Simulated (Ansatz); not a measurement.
Relaxation of BBrClH4NO (9 atoms, charge 0, multiplicity 1), to a largest force component of 0.03 eV/Å in at most 50 steps.

Method: RKS LDA/def2-SVP (Ansatz 0.2.0).

```xyz
9
Properties=species:S:1:pos:R:3:forces:R:3
B 0.055 -0.311 -0.111 0.01 -0.35 0.47
Cl 0.017 -0.979 1.604 0.03 0.47 -0.53
N 1.298 -0.101 -0.696 -0.03 0.01 0.00
H 2.176 -0.234 -0.195 -0.01 0.00 -0.02
H 1.374 0.346 -1.613 0.01 -0.02 0.03
O -1.109 -0.106 -0.762 0.01 -0.01 0.03
H -1.888 -0.279 -0.204 0.00 0.00 -0.02
Br 0.068 2.765 0.925 0.08 -0.88 0.84
H 0.170 1.567 1.833 -0.10 0.78 -0.81
```

Question: Where does it end, and by what steps?

Answer: The forces met the threshold. The force dipped under the threshold on the way, but the program's further checks kept it going. After 24 steps the energy has fallen by 0.265 eV; Br8 moved furthest, 1.96 Å.

| step | energy less start (eV) | largest force component (eV/Å) | accepted |
| --- | --- | --- | --- |
| 0 | 0.0000 | 0.877 | yes |
| 1 | -0.0873 | 0.376 | yes |
| 2 | -0.1211 | 0.399 | yes |
| 3 | -0.1369 | 0.216 | yes |
| 4 | -0.1416 | 0.124 | yes |
| 5 | -0.1439 | 0.050 | yes |
| 6 | -0.1423 | 0.167 | no |
| 7 | -0.1445 | 0.008 | yes |
| 8 | -0.1456 | 0.049 | yes |
| 9 | -0.1478 | 0.146 | yes |
| 10 | -0.1499 | 0.260 | yes |
| 11 | -0.1557 | 0.248 | yes |
| 12 | -0.1682 | 0.331 | yes |
| 13 | -0.1797 | 0.305 | yes |
| 14 | -0.1960 | 0.369 | yes |
| 15 | -0.2139 | 0.436 | yes |
| 16 | -0.2327 | 0.439 | yes |
| 17 | -0.2393 | 0.372 | yes |
| 18 | -0.2544 | 0.235 | yes |
| 19 | -0.2596 | 0.109 | yes |
| 20 | -0.2631 | 0.103 | yes |
| 21 | -0.2619 | 0.256 | no |
| 22 | -0.2640 | 0.038 | yes |
| 23 | -0.2646 | 0.036 | yes |
| 24 | -0.2646 | 0.015 | yes |

```xyz
9
Properties=species:S:1:pos:R:3
B -0.253 -0.268 -0.268
Cl -0.912 0.177 1.364
N 0.911 0.341 -0.708
H 1.433 1.037 -0.159
H 1.308 0.111 -1.622
O -0.928 -1.184 -0.999
H -1.727 -1.524 -0.561
Br 1.758 2.423 1.855
H 0.570 1.554 1.880
```

Run time: 41 s on 4 threads of Arm Neoverse N1, on a shared host, peak memory 0.18 GiB.
